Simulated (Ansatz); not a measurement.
A nudged elastic band was laid between two geometries of BrH + FH6N3Zr (13 atoms, charge 0, multiplicity 1).

These are results of Ansatz 0.2.0, RKS PBE/def2-SVP, not measurements.

```
movable images  : 7
climbing image  : yes
spring          : 5.0 eV/Å²
optimiser       : quadratic models (default)
start path      : through a guess of the saddle point
force threshold : 0.05 eV/Å
iteration limit : 60
end points      : relaxed
```

First end point:

```xyz
13
Properties=species:S:1:pos:R:3
Zr 0.038 0.086 -0.116
F -0.098 0.136 1.867
N 1.982 -0.042 -0.726
H 2.684 -0.656 -0.294
H 2.460 0.541 -1.422
N -0.745 1.766 -0.969
H -1.464 1.824 -1.698
H -0.592 2.715 -0.603
N -0.960 -1.514 -0.882
H -1.896 -1.757 -0.525
H -0.653 -2.254 -1.521
Br -3.149 -0.610 2.318
H -1.735 -0.234 2.367
```

Last end point:

```xyz
13
Properties=species:S:1:pos:R:3
Zr -0.491 -0.116 -0.064
F 0.106 1.137 1.983
N 1.536 -0.300 -0.044
H 2.127 -0.891 -0.639
H 2.129 0.172 0.651
N -1.026 1.579 -1.048
H -2.009 1.873 -1.140
H -0.433 2.323 -1.433
N -1.007 -1.572 -1.387
H -0.946 -2.581 -1.199
H -1.430 -1.451 -2.315
Br -2.052 -0.811 2.023
H -0.631 0.639 2.409
```

Which bonds break or form, and what moves?

Bonds broken: Br12–H13. Bonds formed: Zr1–Br12, F2–H13. BrH + FH6N3Zr becomes BrFH7N3Zr.

What energy profile does the band end with?

The forces met the threshold. The highest image is number 4 of 0 to 8, 11.5 kJ/mol above the first end and 17.3 kJ/mol above the last; the last end lies 5.8 kJ/mol below the first. The profile has 2 maxima (images 1, 4) with wells between them (image 3): this band takes more than one step, which may be the mechanism or a detour left from its start path. A vibrational analysis at the climbing image gives one clearly imaginary mode, 134i cm⁻¹: a first-order saddle point. The orbitals stay closed-shell, which can raise the energy where a bond breaks towards radicals; this wasn't checked here.

```json
{"image": "0", "path coordinate (Å)": "0.00", "energy (kJ/mol)": "0.0", "Br12–H13 (Å)": "1.46", "Zr1–Br12 (Å)": "4.07", "F2–H13 (Å)": "1.75"}
{"image": "1", "path coordinate (Å)": "1.33", "energy (kJ/mol)": "10.9", "Br12–H13 (Å)": "1.46", "Zr1–Br12 (Å)": "4.22", "F2–H13 (Å)": "1.76"}
{"image": "2", "path coordinate (Å)": "2.67", "energy (kJ/mol)": "5.9", "Br12–H13 (Å)": "1.46", "Zr1–Br12 (Å)": "4.28", "F2–H13 (Å)": "1.75"}
{"image": "3", "path coordinate (Å)": "4.00", "energy (kJ/mol)": "0.0", "Br12–H13 (Å)": "1.46", "Zr1–Br12 (Å)": "4.11", "F2–H13 (Å)": "1.75"}
{"image": "4", "path coordinate (Å)": "5.34", "energy (kJ/mol)": "11.5", "Br12–H13 (Å)": "1.63", "Zr1–Br12 (Å)": "3.06", "F2–H13 (Å)": "1.25"}
{"image": "5", "path coordinate (Å)": "6.04", "energy (kJ/mol)": "5.0", "Br12–H13 (Å)": "1.89", "Zr1–Br12 (Å)": "2.82", "F2–H13 (Å)": "1.04"}
{"image": "6", "path coordinate (Å)": "6.74", "energy (kJ/mol)": "0.9", "Br12–H13 (Å)": "1.95", "Zr1–Br12 (Å)": "2.77", "F2–H13 (Å)": "1.01"}
{"image": "7", "path coordinate (Å)": "7.45", "energy (kJ/mol)": "-3.5", "Br12–H13 (Å)": "2.01", "Zr1–Br12 (Å)": "2.73", "F2–H13 (Å)": "1.00"}
{"image": "8", "path coordinate (Å)": "8.15", "energy (kJ/mol)": "-5.8", "Br12–H13 (Å)": "2.07", "Zr1–Br12 (Å)": "2.70", "F2–H13 (Å)": "0.99"}
```

What is the geometry of the highest image?


```xyz
13
Properties=species:S:1:pos:R:3
Zr -0.259 -0.032 0.012
F -0.036 -0.060 2.131
N 1.732 0.007 -0.406
H 2.253 -0.633 -1.016
H 2.403 0.666 0.011
N -0.921 1.584 -1.030
H -1.845 2.002 -0.865
H -0.394 2.177 -1.680
N -0.850 -1.715 -0.960
H -0.728 -2.664 -0.581
H -1.432 -1.783 -1.802
Br -2.784 0.328 1.706
H -1.266 0.124 2.275
```

Time of the run: 9.4 min on 4 threads of Intel(R) Xeon(R) Platinum 8259CL CPU @ 2.50GHz (Skylake/Cascade Lake) (shared host), peak memory 0.29 GiB.
